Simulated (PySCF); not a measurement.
A structure optimised at PBE-D3(BJ)/def2-SVP, used in a PySCF frequency run:

```
Si
H 1 1.5033
H 1 1.5064 2 108.30
C 1 1.9137 2 110.46 3 -117.96
H 4 1.1094 1 109.12 2 162.59
H 4 1.1107 5 107.32 1 117.71
C 4 1.5129 5 109.08 6 116.92
F 7 1.3696 4 110.81 5 -66.63
F 7 1.3758 8 107.43 4 120.33
H 7 1.1163 8 107.62 9 115.50
Si 1 2.3542 2 109.88 3 119.69
H 11 1.5048 1 110.96 2 -61.83
H 11 1.5059 12 108.92 1 -121.23
H 11 1.5074 12 108.68 13 -117.71
```
Charge 0, spin multiplicity 1.

Question: Write its SMILES and formula.

Answer: FC(F)C[SiH2][SiH3], C₂H₈F₂Si₂

Question: What are its rotational constants (standard atomic weights)?

Answer: 3.5666, 1.0961, 0.99403 GHz
